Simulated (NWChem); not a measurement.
## Polarisability of hydrogen selenide (H2Se)

SMILES: [SeH2]
```xyz
3

Se     0.0000     0.0000     0.0571
H      1.0502     0.0000    -0.9703
H     -1.0502     0.0000    -0.9703
```
Charge 0, spin multiplicity 1.

Everything below was run with NWChem. The geometry was optimised at PBE0/def2-SVP, a minimum by its harmonic frequencies.

Basis set: def2-SVPD. The field's frequency is 0.0773 Ha (589 nm).

The Hamiltonian is non-relativistic. The correlated methods keep 9 core orbitals frozen. Coupled-cluster values serve here as a point of comparison, not as the truth.

One of these methods gave an isotropic polarisability of 33.95 bohr³. Which?
(A) CCSD linear response
(B) LDA (SVWN5)
(C) PBE
(D) HF

B, LDA (SVWN5). The others give 31.32 (HF), 33.74 (PBE), 32.31 (CCSD linear response).
